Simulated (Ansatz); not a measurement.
Pulling the pair apart

The pair of F⁻ (SMILES [F-], atom 1) and CH$_{2}$O (SMILES C=O, atoms 2–5), both closed shells, in one local arrangement (a lower one may exist), relaxed at PBE0-D4/def2-TZVPD:

```xyz
5
angstrom
F 0.0835 -0.0596 -1.4237
C -0.0318 0.0236 0.1646
O -0.9823 0.7391 0.5676
H -0.0856 -1.0823 0.3440
H 1.0161 0.3793 0.3474
```

CH$_{2}$O is shifted rigidly along the line between the mean atom positions of the two fragments (negative: closer). Counterpoise interaction energies in kJ/mol. Ansatz 0.2.0; basis: def2-TZVPPD; cores frozen in the correlated methods.

| shift (Å) | PBE-D4 | r2SCAN-D4 | HF |
| --- | --- | --- | --- |
| -0.16 | -143.0 | -162.4 | -152.6 |
| -0.08 | -160.7 | -177.6 | -159.3 |
| 0.00 | -168.9 | -183.4 | -157.5 |
| 0.08 | -171.0 | -183.4 | -151.2 |
| 0.19 | -167.4 | -177.2 | -139.2 |
| 0.40 | -150.4 | -156.4 | -115.8 |
| 0.80 | -110.1 | -111.6 | -80.1 |
| 1.59 | -57.6 | -54.6 | -40.5 |

**Question.** What does CCSD(T) give at these shifts? (An estimate is asked for; the value comes from the calculation.)

**Answer.** By the calculation: -120.4, -135.3, -140.8, -140.6, -134.7, -116.4, -80.0, -37.6 kJ/mol. For zero shift, CCSD(T) at an estimated basis limit (MP2 extrapolated from triple and quadruple zeta, plus CCSD(T) − MP2 in triple zeta) gives -151.8 kJ/mol. These are counterpoise interaction energies, counted from the two frozen fragments.

T1 diagnostic: at most 0.023. The restricted Hartree–Fock reference is unstable towards an unrestricted one here.

For scale, one of the runs: CCSD(T)/def2-TZVPPD, 151 basis functions, launched by `ansatz run in.yaml --threads 2 --pin off --events-out ev --progress --plain --max-ram 5222MiB`. Hardware: 2 CPU threads of an Arm Neoverse V1, shared host. Wall time 22 s; peak host memory 1.1 GiB.
